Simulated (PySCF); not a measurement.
## Broadened absorption spectrum of Ti(NH2)(NMe2)3

Species: Ti(NH2)(NMe2)3, C₆H₂₀N₄Ti (singlet state).
Bonds: Ti1–N2, Ti1–N5, Ti1–N14, Ti1–N23, N5–C6, N5–C7, N14–C15, N14–C16, N23–C24, N23–C25. Hydrogens: H3, H4 on N2; H8, H9, H10 on C6; H11, H12, H13 on C7; H17, H18, H19 on C15; H20, H21, H22 on C16; H26, H27, H28 on C24; H29, H30, H31 on C25.

Level of theory: PySCF, TDDFT wB97X-D/def2-SVPD, vertical, gas phase, core orbitals frozen in the response. Geometry: PBE0-D3(BJ)/def2-SVP; no solvent, vibrations or thermal averaging.

Broadening: Gaussians 0.4 eV wide at half height, area fixed by f = 4.319×10⁻⁹ ∫ε dν̃. The width is an assumption, not a result. The curve ends short of the highest state used, and states not computed would add to its high-energy end.

λ (nm), ε (L mol⁻¹ cm⁻¹) and a bar:
```
    242.3       2698 ##########
    244.9       2595 #########
    247.4       2913 ###########
    250.0       3592 #############
    252.6       4508 ################
    255.1       5484 ####################
    257.7       6466 ########################
    260.3       7296 ###########################
    262.8       7869 #############################
    265.4       8190 ##############################
    267.9       8237 ##############################
    270.5       8049 #############################
    273.1       7681 ############################
    275.6       7217 ##########################
    278.2       6674 ########################
    280.7       6133 ######################
    283.3       5573 ####################
    285.9       5027 ##################
    288.4       4515 ################
    291.0       3996 ###############
    293.5       3509 #############
    296.1       3017 ###########
    298.7       2547 #########
    301.2       2124 ########
    303.8       1722 ######
    306.3       1379 #####
    308.9       1072 ####
    311.5        815 ###
    314.0        613 ##
    316.6        447 ##
    319.1        324 #
    321.7        227 #
    324.3        156 #
    326.8        107 
    329.4         71 
    332.0         46 
    334.5         30 
    337.1         19 
    339.6         12 
    342.2          7 
    344.8          4 
    347.3          3 
    349.9          2 
    352.4          1
```

Task: Locate the maxima and give the states behind the curve.

Result: 267 nm (4.64 eV), ε about 8200, made up of S4 (28%), S5 (58%) and S6 (11%) (ε in L mol⁻¹ cm⁻¹; maxima over ε = 5, shares over 10%). At its high-energy end, 5.12 eV, the curve is still rising (ε about 2700, from S6, S9 and S10). The states used: S1 4.12 eV (f 0.0061); S2 4.27 eV (f 0.026); S3 4.35 eV (f 0.011); S4 4.50 eV (f 0.047); S5 4.69 eV (f 0.073); S6 4.86 eV (f 0.031); S7 5.15 eV (f 0.0037); S8 5.21 eV (f 0.0024); S9 5.37 eV (f 0.043); S10 5.41 eV (f 0.018); S11 5.44 eV (f 0.0000); S12 5.47 eV (f 0.0040); S13 5.53 eV (f 0.034); S14 5.63 eV (f 0.087); S15 5.72 eV (f 0.019).

Task: What would ε be at 4.64 eV, the highest of these maxima, with half the width (0.2 eV)?

Result: About 10400 L mol⁻¹ cm⁻¹ against 8250, a factor of about 1.3; a lone state at its own centre would give exactly 2.

Task: On this curve, what absorbance would a 10⁻⁴ mol/L sample give at 308 nm over a 1 cm path?

Result: 308 nm is 4.025 eV, where ε is about 1200 L mol⁻¹ cm⁻¹, so A = ε c l ≈ 0.12 (Beer–Lambert, with the gas-phase spectrum and the assumed width).

Task: Coming from long wavelengths, where does ε first pass 100 L mol⁻¹ cm⁻¹?

Result: At about 327 nm (3.79 eV), 0.33 eV below S1.
